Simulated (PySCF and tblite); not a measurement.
The numbers below are computed, except where a source is named.
**Conformers and averaged properties: C5H6OS, numbered as in [CH3:1][O:2][c:3]1[cH:4][cH:5][cH:6][s:7]1**

Geometries GFN2-xTB; weights from B3LYP-D3(BJ)/pcSseg-1 (IEF-PCM, dimethylsulfoxide) energies and GFN2-xTB thermal corrections, with symmetry numbers and mirror pairs. Conformers within 3 kcal/mol (GFN2-xTB free energy) were kept, 4 at most. GIAO shieldings: B3LYP/pcSseg-1 (IEF-PCM, dimethylsulfoxide). Shifts are against TMS (¹H), TMS (¹³C) at the same level. Codes: tblite and PySCF.

Torsions listed: C1–O2–C3–S7.

| conformer | shape | symmetry | E(GFN2) kcal/mol | E(DFT) kcal/mol | G(298.15 K) kcal/mol | weight % | dipole D |
| --- | --- | --- | --- | --- | --- | --- | --- |
| 1 | 180° | Cs | 1.33 | 0.00 | 0.00 | 85.3 | 2.46 |
| 2 | 0° | Cs | 0.00 | 1.11 | 1.04 | 14.7 | 1.48 |

Weights (%) against temperature:

```csv
T (K),1,2,S(mix) cal/mol/K
200,93.2,6.8,0.49
250,89.1,10.9,0.69
298.15,85.3,14.7,0.83
350,81.7,18.3,0.95
400,78.7,21.3,1.03
```

Averaged shifts at 298.15 K. ¹H: 6.94 (H5, 1H), 6.50 (H6, 1H), 6.23 (H4, 1H), 4.14 (H1, 3H) ppm. ¹³C: 180.9 (C3), 131.6 (C5), 120.8 (C6), 105.5 (C4), 61.7 (C1) ppm.

Coordinates of conformer 1 (Å):

```xyz
13

C    -2.348   -0.046   -0.032
O    -1.357   -0.907    0.481
C    -0.075   -0.522    0.294
C     0.455    0.571   -0.318
C     1.872    0.568   -0.280
C     2.385   -0.512    0.351
S     1.149   -1.576    0.928
H    -3.301   -0.512    0.211
H    -2.256    0.059   -1.118
H    -2.291    0.943    0.433
H    -0.120    1.352   -0.780
H     2.472    1.349   -0.711
H     3.412   -0.766    0.521
```

Coordinates of conformer 2 (Å):

```xyz
13

C    -2.414    0.146   -0.259
O    -1.400   -0.801   -0.025
C    -0.141   -0.335    0.058
C     0.968   -1.093    0.281
C     2.151   -0.321    0.316
C     1.934    1.001    0.122
S     0.261    1.351   -0.113
H    -3.349   -0.410   -0.292
H    -2.257    0.665   -1.210
H    -2.453    0.889    0.545
H     0.931   -2.158    0.413
H     3.126   -0.743    0.481
H     2.638    1.808    0.099
```

Shifts are unscaled: against experiment ¹³C can be off by 15 ppm or more and ¹H by 0.8 ppm.
